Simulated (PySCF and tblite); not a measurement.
The numbers below are computed, except where a source is named.
**Dynamics report: pyramidal inversion**

System: C₃H₉NSi, numbered as in [CH2:1]1[CH2:2][SiH2:3][CH2:4][NH:5]1.

Motion: pyramidal inversion at N5. Level: PBE0/pcSseg-1 + D3(BJ) on PBE0-D3(BJ)/def2-SVP stationary points, with GFN2-xTB thermal terms. Rates follow Eyring's equation with the number of equivalent paths and no tunnelling. Run with tblite and PySCF.

```tsv
point	symmetry	E(GFN2) kcal/mol	E(DFT) kcal/mol	ZPE change kcal/mol	lowest mode cm⁻¹	dipole D
start	C1	0.0	0.0	0.00	126	0.81
saddle	C1	6.3	4.1	-1.47	657i	0.94
end	C1	0.8	-0.8	-0.40	110	1.09
```

| Quantity | Value |
| --- | --- |
| Electronic barrier | 4.1 kcal/mol |
| Barrier with zero-point energy | 2.6 kcal/mol |
| ΔH‡ (298 K) | 2.7 kcal/mol |
| ΔS‡ (298 K, symmetry apart) | 0.7 cal/(mol K) |
| Paths | 1 equivalent path |
| End point | a different minimum |
| Mean lifetime of the start against this motion at 298 K | 10 ps |
| Cost | 2.6 min on 1 thread of Arm Neoverse V1, shared host (rough), peak memory 0.69 GiB, launched as `OMP_NUM_THREADS=1 python ens_run.py task.json out` |

| T/K | ΔG‡ kcal/mol | k s⁻¹ | ΔG kcal/mol | k back s⁻¹ |
| --- | --- | --- | --- | --- |
| 200 | 2.5 | 7.6×10⁹ | -1.3 | 3.1×10⁸ |
| 250 | 2.5 | 3.6×10¹⁰ | -1.3 | 2.7×10⁹ |
| 298 | 2.5 | 9.8×10¹⁰ | -1.3 | 1.1×10¹⁰ |
| 350 | 2.5 | 2.2×10¹¹ | -1.3 | 3.3×10¹⁰ |
| 400 | 2.4 | 3.8×10¹¹ | -1.3 | 7.4×10¹⁰ |
| 500 | 2.5 | 8.8×10¹¹ | -1.3 | 2.3×10¹¹ |

ΔG and ΔG‡ leave out symmetry numbers and mirror images; rates count paths: 1 out, 1 back.
